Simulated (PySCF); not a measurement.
P²⁺ (phosphorus, charge +2) across methods

[Ne] 3s2 4s1, 2S determinant (an excited configuration). All numbers are calculated (PySCF 2.14, the spin-free X2C one-electron Hamiltonian (Gaussian nucleus), in x2c-QZVPPall with one added diffuse shell each of s, p, d, f type (10s7p5d3f1g, 86 functions)). The B2PLYP total includes its PT2 part (frozen core); its orbital energies are those of the SCF part.

```
 method  E (hartree)  mean ε 3s α (eV)  mean ε 3s β (eV)  mean ε 4s α (eV)  Σ⟨r²⟩ (bohr²)   ⟨S²⟩
   PBE0    -340.3207           -39.785           -39.514           -14.125          27.22  0.750
 B2PLYP    -340.3456           -41.089           -40.782           -14.384          27.54  0.750
LC-wPBE    -340.3292           -42.846           -42.629           -15.714          27.29  0.750
    UHF   -339.93826           -43.145           -42.639           -15.131          28.39  0.750
  B3LYP    -340.4795           -39.610           -39.413           -13.927          27.07  0.750
    PBE    -340.2997           -38.371           -38.152           -13.628          27.03  0.750
    LDA    -339.1733           -38.569           -38.327           -13.534          27.01  0.750
wB97X-V    -340.4003           -42.315           -42.102           -15.407          27.54  0.750
```

Problem. Estimate the same row for r2SCAN.

Solution. E (hartree) = -340.4024; mean ε 3s α (eV) = -38.505; mean ε 3s β (eV) = -38.441; mean ε 4s α (eV) = -13.604; Σ⟨r²⟩ (bohr²) = 27.29; ⟨S²⟩ = 0.751.

The outer electron is Rydberg-like, and this basis confines it to a smaller radius and binds it less than a complete one would.
